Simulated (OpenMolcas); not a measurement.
A ladder of methods for GaH2ClO (SMILES [OH][GaH][Cl])

GaH2ClO: 5 atoms, total charge 0, spin state singlet. SMILES: `[OH][GaH][Cl]`. The coordinates come from a PBE0-D4/def2-TZVP relaxation. This is one conformer, not always the lowest.

Quantity: the vertical ionisation energy (to the doublet cation), in eV. The values are calculated.

| level | kind | program | value (eV) | CPU time (all runs) |
| --- | --- | --- | --- | --- |
| HF/def2-SVPD | Hartree–Fock | OpenMolcas | 10.48 | 50 s |
| revPBE/def2-SVPD | GGA | OpenMolcas | 11.05 | 3.5 min |
| M06-L/def2-SVPD | meta-GGA | OpenMolcas | 11.11 | 3.6 min |
| TPSS/def2-SVPD | meta-GGA | OpenMolcas | 11.02 | 4.8 min |
| B3LYP/def2-SVPD | global hybrid | OpenMolcas | 11.35 | 1.8 min |
| BHLYP/def2-SVPD | global hybrid | OpenMolcas | 11.62 | 1.8 min |
| M06-2X/def2-SVPD | hybrid meta-GGA | OpenMolcas | 11.78 | 4 min |
| PBE0/def2-SVPD | global hybrid | OpenMolcas | 11.41 | 2.4 min |

All-electron rows without a relativistic Hamiltonian named are non-relativistic. The values span 10.48 to 11.78 eV. Times are those of the runs behind each value, whatever else they computed, on shared processors of several kinds: orders of magnitude only.
